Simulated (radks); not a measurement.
Problem. Valence configurations of Co II (all share [Ar]). Method: non-relativistic Kohn-Sham, r2SCAN, spin-unpolarised, spherical densities, point nucleus; meta-GGA in the generalised Kohn-Sham scheme; computed with a radial shooting solver on a logarithmic mesh with Libxc functionals. Order these by energy: 3d7 4s1; 3d6 4s2; 3d7 4p1; 3d6 4s1 4p1; 3d5 4s2 4p1; 3d5.5 4s2 4p0.5; 3d7.5 4p0.5; 3d8; 3d6.5 4s1 4p0.5; 3d5.5 4s1 4p1.5.

Solution. From the lowest, in eV above it: 3d8 0.000; 3d7 4s1 3.320; 3d7.5 4p0.5 3.707; 3d7 4p1 8.530; 3d6.5 4s1 4p0.5 9.047; 3d6 4s2 10.071; 3d6 4s1 4p1 16.128; 3d5.5 4s2 4p0.5 18.304; 3d5.5 4s1 4p1.5 24.692; 3d5 4s2 4p1 28.105. NIST lists [Ar] 3d8 as the ground configuration; this level of theory agrees among the configurations tried. The energies are those of spherical spin-averaged densities, not of single terms.
